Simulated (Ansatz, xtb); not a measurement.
# Relative energy of two isomers of C5H7FO2

Structure I is `C[C@@H]1CC(=O)[C@@H](F)O1`, a singlet and structure II is `C[C@@H]1CC(O)=C(F)O1`, a singlet. Both are isolated molecules in the gas phase, relaxed with r2SCAN-D4/def2-SVP; the shapes shown needn't be the lowest conformers.

I (Å):

```xyz
15

C     1.6585    1.0507    0.5959
C     0.5893    0.6896   -0.4033
C    -0.6933    1.5193   -0.3585
C    -1.7851    0.5031   -0.6645
C    -1.0699   -0.8631   -0.7157
F    -0.9088   -1.1595   -2.0675
O    -2.9600    0.6963   -0.8270
O     0.1373   -0.6640   -0.1090
H     2.0476    2.0601    0.3939
H     1.2501    1.0258    1.6184
H     2.4932    0.3369    0.5372
H     1.0023    0.6881   -1.4291
H    -0.7334    2.3642   -1.0620
H    -0.8745    1.9182    0.6560
H    -1.6100   -1.6974   -0.2423
```

II (Å):

```xyz
15

C    -0.5749    0.8648    1.2044
C     0.1351    0.7334   -0.1271
C    -0.1140    1.9374   -1.0742
C    -1.1517    1.3684   -1.9892
C    -1.2048    0.0457   -1.7732
F    -1.9484   -0.8593   -2.3952
O    -1.8127    2.1453   -2.8892
O    -0.3953   -0.4470   -0.8098
H    -1.6480    1.0549    1.0426
H    -0.4656   -0.0570    1.7943
H    -0.1558    1.7052    1.7798
H     1.2080    0.5369    0.0194
H     0.7920    2.2506   -1.6273
H    -0.4747    2.8179   -0.5131
H    -2.3783    1.5720   -3.4254
```

Which of the two would you expect CCSD(T)/def2-SVP + ΔMP2/def2-TZVPP electronic energies to favour?

Structure I; the calculation gives E(II) − E(I) = +82.9 kJ/mol.

Level by level:

| level | geometry | E(II) − E(I) (kJ/mol) | departure from the last row (kJ/mol) | job, with rough time for the two |
| --- | --- | --- | --- | --- |
| GFN2-xTB | GFN2-xTB | +28.0 | −54.9 | optimisation, 0.55 s |
| HF/STO-3G | GFN2-xTB | +59.8 | −23.1 | single point, 1.1 s |
| r2SCAN-D4/def2-SVP//GFN2-xTB | GFN2-xTB | +81.6 | −1.3 | single point, 6.6 s |
| r2SCAN-D4/def2-SVP | r2SCAN-D4/def2-SVP | +80.4 | −2.5 | optimisation, 95 s |
| HF/def2-SVP | r2SCAN-D4/def2-SVP | +99.4 | +16.5 | part of the CCSD(T) run |
| MP2/def2-SVP | r2SCAN-D4/def2-SVP | +88.1 | +5.2 | part of the CCSD(T) run |
| CCSD(T)/def2-SVP | r2SCAN-D4/def2-SVP | +90.4 | +7.5 | single point |
| CCSD(T)/def2-SVP + ΔMP2/def2-TZVPP | r2SCAN-D4/def2-SVP | +82.9 |  | single point, 2.9 min |

As drawn, II has 1 C–O, 1 C=C, 1 O–H in place of 1 C–C, 1 C=O, 1 C–H.

The levels shown agree on the order. The largest departure from CCSD(T)/def2-SVP + ΔMP2/def2-TZVPP is that of GFN2-xTB, 54.9 kJ/mol. The last row adds to CCSD(T) the change of the MP2 difference between the two basis sets, here −7.5 kJ/mol.

With thermal terms from frequencies at re-optimised GFN2-xTB minima (ideal gas, soft modes damped towards free rotors, one conformer each, 298.15 K, 1 atm): on the last row, ΔE + ΔZPE = +83.3, ΔH = +84.1, ΔG = +83.5 kJ/mol.

The correlated steps freeze 8 core orbitals. Codes used: Ansatz 0.2.0, xtb 6.7.1; the last row on 2 threads of Intel(R) Xeon(R) Platinum 8259CL CPU @ 2.50GHz (Skylake/Cascade Lake) on a shared host.
